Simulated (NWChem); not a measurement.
BaClF; SMILES [F][Ba][Cl]

```xyz
3

Ba    -0.3134    -0.3817     0.0000
F      1.2376    -1.9805     0.0000
Cl     0.3770     2.3058     0.0000
```
Atoms are numbered in this order, from 1.

All runs use the structure optimised with PBE0/def2-SVP. def2 effective core potentials on Ba; no spin-orbit coupling.

Symmetry labels are those of Cs in the frame above (b1 and b2, or b-type labels, depend on it).

Problem. List the 4 lowest vertical singlet excitations from BHandHLYP/def2-SVP with def2 effective core potentials on Ba, TDA (NWChem).

Solution. 
| state | energy (eV) | oscillator strength | symmetry | leading excitation (squared amplitude) |
|---|---|---|---|---|
| S1 | 4.88 | 0.016 | a' | HOMO → LUMO (0.95) |
| S2 | 4.94 | 0.028 | a" | HOMO−1 → LUMO (0.95) |
| S3 | 5.12 | 0.010 | a' | HOMO−2 → LUMO (0.93) |
| S4 | 6.00 | 0.002 | a' | HOMO → LUMO+2 (0.89) |
